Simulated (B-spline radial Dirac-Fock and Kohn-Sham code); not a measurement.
Two-hole binding energies of W⁺

System: W⁺ in the configuration 1s2 2s2 2p6 3s2 3p6 3d10 4s2 4p6 4d10 4f14 5s2 5p6 5d3 6s2 (an excited configuration).

Level of theory: Dirac-Fock energy differences between relaxed states, corrected for Breit and QED terms; a radial B-spline solver. U is the two-hole binding energy less the two single-hole energies, the effective repulsion of the holes after relaxation. Each two-hole energy is an average over J within one jj subconfiguration.

```tsv
holes	E(a) (eV)	E(b) (eV)	E(ab) (eV)	U (eV)
1s⁻²	69540.1	69540.1	140469.1	1388.8
1s⁻¹ 2p1/2⁻¹	69540.1	11562.8	81510.5	407.6
1s⁻¹ 3d3/2⁻¹	69540.1	1890.8	71528.2	97.3
2s⁻²	12126.4	12126.4	24470.3	217.5
2s⁻¹ 2p1/2⁻¹	12126.4	11562.8	23896.5	207.3
2s⁻¹ 2p3/2⁻¹	12126.4	10225.3	22544.4	192.7
2p1/2⁻¹ 2p3/2⁻¹	11562.8	10225.3	?	?
2s⁻¹ 3p1/2⁻¹	12126.4	2596.9	14812.9	89.6
2p1/2⁻¹ 3d3/2⁻¹	11562.8	1890.8	13546.0	92.4
2p1/2⁻¹ 3d5/2⁻¹	11562.8	1828.4	13484.7	93.5
2p3/2⁻¹ 3s⁻¹	10225.3	2845.6	13154.5	83.6
3p1/2⁻¹ 3p3/2⁻¹	2596.9	2304.1	4958.9	57.9
5p1/2⁻²	67.47	67.47	150.8	15.9
4f7/2⁻²	50.41	50.41	124.3	23.4
```

Q: Give the missing two-hole energy and U.

A: E(ab) = 22027.1 eV and U = 239.0 eV.

Values without a named source are computed, but for edge energies of neutral atoms, which are taken from tables.
